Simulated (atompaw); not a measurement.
Building the PAW (atompaw) potential for thulium (PBEsol, scalar-relativistic).

atompaw 4.2.0.5 input, output lines left out:

```
Tm 69
GGA-PBESOL scalarrelativistic loggrid 2001 logderivrange -2 5 176
6 6 5 4 0 0
6 0 1.5
6 1 0
5 2 0.5
4 3 13
0 0 0
c
c
c
c
c
v
c
c
c
c
v
c
c
v
v
3
3.00 2.40 3.00 1.60
y
0.95
n
y
1.1
n
y
2.2
n
y
3.9
n
bloechl sinc
bessel
```

Task: Is a potential produced?

Result: No. atompaw 4.2.0.5 stopped with "atompaw: terminating projector 1000": the iteration for the Blöchl projector did not settle.
